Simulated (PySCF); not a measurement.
CH₂NO (SMILES [NH2+]=C=O), charge +1, singlet, geometry from GFN2-xTB, atoms displaced at random by about 0.03 Å a coordinate; PySCF with PBE0/cc-pVDZ, gradient.

The PySCF input:
```python
from pyscf import gto, scf, dft

mol = gto.Mole()
mol.atom = '''
    N    -1.09724245    0.04055157   -0.08871942
    C     0.13677073    0.01758362    0.04436774
    O     1.32008016    0.04953103    0.02622175
    H    -1.64283484    0.87030244   -0.02174590
    H    -1.64884651   -0.84424951   -0.17924906
'''
mol.basis = 'cc-pvdz'
mol.charge = 1
mol.verbose = 4
mol.build()

mf = dft.RKS(mol)
mf.xc = 'pbe0'
mf.grids.level = 0
mf.kernel()
g = mf.nuc_grad_method()
g.grid_response = True
grad = g.kernel()
```

Output, abridged:

```
PySCF version 2.14.0

[INPUT] verbose = 4
[INPUT] num. atoms = 5
[INPUT] num. electrons = 22
[INPUT] charge = 1
[INPUT] spin (= nelec alpha-beta = 2S) = 0
[INPUT] symmetry False subgroup None
[INPUT] Mole.unit = angstrom
[INPUT] Symbol           X                Y                Z      unit          X                Y                Z       unit  Magmom
[INPUT]  1 N     -1.097242450000   0.040551570000  -0.088719420000 AA   -2.073487722747   0.076631361221  -0.167655405730 Bohr   0.0
[INPUT]  2 C      0.136770730000   0.017583620000   0.044367740000 AA    0.258459221557   0.033228226078   0.083842877366 Bohr   0.0
[INPUT]  3 O      1.320080160000   0.049531030000   0.026221750000 AA    2.494589964872   0.093600081368   0.049551926007 Bohr   0.0
[INPUT]  4 H     -1.642834840000   0.870302440000  -0.021745900000 AA   -3.104507915494   1.644633257141  -0.041093795332 Bohr   0.0
[INPUT]  5 H     -1.648846510000  -0.844249510000  -0.179249060000 AA   -3.115868325345  -1.595400354698  -0.338731631486 Bohr   0.0

nuclear repulsion = 65.1110895577487
number of shells = 21
number of NR pGTOs = 92
number of NR cGTOs = 52
basis = cc-pvdz
ecp = {}

******** <class 'pyscf.dft.rks.RKS'> ********
method = RKS
initial guess = minao
damping factor = 0
level_shift factor = 0
DIIS = <class 'pyscf.scf.diis.CDIIS'>
diis_start_cycle = 1
diis_space = 8
diis_damp = 0
SCF conv_tol = 1e-09
SCF conv_tol_grad = None
SCF max_cycles = 50
direct_scf = True
direct_scf_tol = 1e-13
XC library pyscf.dft.libxc version 7.1.2
    S. Lehtola, C. Steigemann, M. J. T. Oliveira, and M. A. L. Marques,  SoftwareX 7, 1–5 (2018)
XC functionals = pbe0
    C. Adamo and V. Barone,  J. Chem. Phys. 110, 6158 (1999)
    M. Ernzerhof and G. E. Scuseria,  J. Chem. Phys. 110, 5029 (1999)
radial grids:
    Treutler-Ahlrichs [JCP 102, 346 (1995); DOI:10.1063/1.469408] (M4) radial grids

becke partition: Becke, JCP 88, 2547 (1988); DOI:10.1063/1.454033
pruning grids: <function nwchem_prune>
grids dens level: 0
symmetrized grids: False
atomic radii adjust function: <function treutler_atomic_radii_adjust>
small_rho_cutoff = 0
Set gradient conv threshold to 3.16228e-05
Initial guess from minao.
tot grids = 4480
init E= -169.605383116015
  HOMO = -0.355471582869126  LUMO = -0.0767874625424829  gap/eV = 7.58338
cycle= 1 E= -168.656142063874  delta_E= 0.949  |g|= 0.743  |ddm|= 2.18
  HOMO = -0.596938968547039  LUMO = -0.323945341165178  gap/eV = 7.42853
cycle= 2 E= -167.846743726161  delta_E= 0.809  |g|= 2.14  |ddm|= 1.65
  HOMO = -0.634199780098292  LUMO = -0.350238308909463  gap/eV = 7.72699
cycle= 3 E= -168.781621297506  delta_E= -0.935  |g|= 0.142  |ddm|= 1.22
  HOMO = -0.635217961205345  LUMO = -0.326579100731851  gap/eV = 8.39849
cycle= 4 E= -168.784225398583  delta_E= -0.0026  |g|= 0.0902  |ddm|= 0.141
  HOMO = -0.630361085705125  LUMO = -0.327359712760465  gap/eV = 8.24509
cycle= 5 E= -168.785983782672  delta_E= -0.00176  |g|= 0.0103  |ddm|= 0.0569
  HOMO = -0.632090374401516  LUMO = -0.328369947177537  gap/eV = 8.26465
cycle= 6 E= -168.786001952019  delta_E= -1.82e-05  |g|= 0.00268  |ddm|= 0.00614
  HOMO = -0.631645057071307  LUMO = -0.327845763094325  gap/eV = 8.26680
cycle= 7 E= -168.786003581489  delta_E= -1.63e-06  |g|= 0.000758  |ddm|= 0.00185
  HOMO = -0.631706876354771  LUMO = -0.327894104865598  gap/eV = 8.26717
cycle= 8 E= -168.786003717031  delta_E= -1.36e-07  |g|= 6.58e-05  |ddm|= 0.000647
  HOMO = -0.631712973142682  LUMO = -0.327893136332555  gap/eV = 8.26736
cycle= 9 E= -168.786003718586  delta_E= -1.55e-09  |g|= 8.01e-06  |ddm|= 7.52e-05
  HOMO = -0.631713071121538  LUMO = -0.327892250503127  gap/eV = 8.26739
cycle= 10 E= -168.786003718608  delta_E= -2.18e-11  |g|= 1.71e-06  |ddm|= 1.04e-05
  HOMO = -0.631713187572017  LUMO = -0.327892181509058  gap/eV = 8.26739
Extra cycle  E= -168.786003718608  delta_E= -5.68e-14  |g|= 2.49e-06  |ddm|= 2.36e-06
converged SCF energy = -168.786003718608

******** <class 'pyscf.grad.rks.Gradients'> for <class 'pyscf.dft.rks.RKS'> ********
unit = Eh/Bohr
grid_response = True
--------------- RKS gradients ---------------
         x                y                z
0 N     0.0327527060     0.0459934076     0.0018037811
1 C    -0.1383666711    -0.0092480784     0.0117774225
2 O     0.1022657678     0.0054071002    -0.0087862291
3 H     0.0140685731    -0.0327313963    -0.0031176888
4 H    -0.0107203758    -0.0094210331    -0.0016772857
----------------------------------------------
```
